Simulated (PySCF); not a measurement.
PySCF input file for Sc(OH) (HOSc), SMILES [OH][Sc], PBE/pcSseg-2. Coordinates come from a PBE-D3(BJ)/def2-TZVP optimisation. The spin state was assumed, not searched.

```python
import numpy as np
from pyscf import gto, scf, dft
from pyscf.prop.nmr import rks as nmr

mol = gto.M(
    atom='''
    Sc    0.00000000    0.00000000    0.56980909
    O     0.00000000    0.00000000   -1.22228968
    H     0.00000000    0.00000000   -2.18767350
    ''',
    basis='pcSseg-2',
    charge=0,
    spin=0,
    max_memory=1600,
    verbose=3,
)
mf = dft.RKS(mol, xc='pbe')
mf.grids.level = 3
mf.conv_tol = 1e-10
mf.max_cycle = 100
mf.kernel()
n = nmr.NMR(mf)
n.verbose = 2
n.max_cycle_cphf = 60
sigma = n.kernel()
print('atom   isotropic/ppm   span/ppm')
for i, s in enumerate(sigma):
    w = np.linalg.eigvalsh((s + s.T) / 2)
    print(f'{mol.atom_symbol(i):2s}{i + 1:3d} {w.mean():14.3f} {w[2] - w[0]:11.3f}')
```

Program output:

```
converged SCF energy = -836.274264124152
atom   isotropic/ppm   span/ppm
Sc  1        343.376    1771.007
O   2         25.506     591.791
H   3         30.350      25.659
```

The run converged.
